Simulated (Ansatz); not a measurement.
## A relaxation, step by step

GaH4Cl, closed shell, PBE0-D4/def2-TZVP (Ansatz 0.2.0). Settings:

```yaml
hamiltonian: {xc: pbe0, dispersion: d4}
relax: {f_tol: 0.005, max_steps: 200}
```

Start, a step off a saddle point along its unstable mode:

```xyz
6
angstrom
Ga -0.4537 0.6691 0.0191
H 0.4009 0.3413 -1.2240
H 0.2423 1.5594 1.1123
H -1.9270 0.1203 0.0003
H 0.8768 -0.9995 -0.4171
Cl 0.8607 -1.6908 0.5093
```

```tsv
step	energy less the last (meV)	largest force component (eV/Å)
1	598.0	5.301
2	107.0	1.448
3	56.2	0.779
4	38.8	0.628
5	16.7	0.581
6	3.2	0.070
7	0.8	0.031
8	0.1	0.010
9	0.0	0.003
```

Step 5, positions (Å) and forces (eV/Å):

```json
{"atom": "Ga1", "x": "-0.490", "y": "0.729", "z": "0.013", "Fx": "0.052", "Fy": "-0.010", "Fz": "-0.088"}
{"atom": "H2", "x": "0.285", "y": "0.624", "z": "-1.364", "Fx": "-0.035", "Fy": "0.031", "Fz": "0.028"}
{"atom": "H3", "x": "0.141", "y": "1.585", "z": "1.162", "Fx": "-0.012", "Fy": "-0.001", "Fz": "0.028"}
{"atom": "H4", "x": "-1.959", "y": "0.192", "z": "0.085", "Fx": "-0.014", "Fy": "-0.002", "Fz": "0.027"}
{"atom": "H5", "x": "1.257", "y": "-1.474", "z": "-0.545", "Fx": "-0.213", "Fy": "-0.128", "Fz": "0.581"}
{"atom": "Cl6", "x": "0.766", "y": "-1.656", "z": "0.649", "Fx": "0.222", "Fy": "0.110", "Fz": "-0.575"}
```

Step 6, positions (Å) and forces (eV/Å):

| atom | x | y | z | Fx | Fy | Fz |
| --- | --- | --- | --- | --- | --- | --- |
| Ga1 | -0.491 | 0.750 | -0.012 | -0.005 | -0.046 | 0.070 |
| H2 | 0.259 | 0.689 | -1.397 | -0.012 | 0.024 | -0.008 |
| H3 | 0.133 | 1.567 | 1.172 | 0.005 | 0.021 | -0.023 |
| H4 | -1.950 | 0.186 | 0.105 | -0.003 | 0.015 | -0.028 |
| H5 | 1.297 | -1.559 | -0.513 | 0.038 | -0.032 | -0.033 |
| Cl6 | 0.753 | -1.633 | 0.645 | -0.023 | 0.018 | 0.022 |

Step 7, positions (Å) and forces (eV/Å):

```tsv
atom	x	y	z	Fx	Fy	Fz
Ga1	-0.497	0.752	-0.004	-0.004	0.016	-0.012
H2	0.242	0.713	-1.395	0.002	0.002	-0.006
H3	0.127	1.584	1.171	0.006	-0.015	0.007
H4	-1.961	0.199	0.100	0.006	-0.015	0.007
H5	1.334	-1.617	-0.509	-0.011	-0.008	0.031
Cl6	0.756	-1.631	0.637	0.001	0.019	-0.027
```

Last step (9):

| atom | x (Å) | y (Å) | z (Å) |
| --- | --- | --- | --- |
| Ga1 | -0.4979 | 0.7588 | -0.0106 |
| H2 | 0.2293 | 0.7425 | -1.4083 |
| H3 | 0.1317 | 1.5728 | 1.1734 |
| H4 | -1.9549 | 0.1886 | 0.1038 |
| H5 | 1.3472 | -1.6482 | -0.4950 |
| Cl6 | 0.7447 | -1.6144 | 0.6367 |

The run took about 16 s on 2 CPU threads of an Arm Neoverse V2 (shared host).
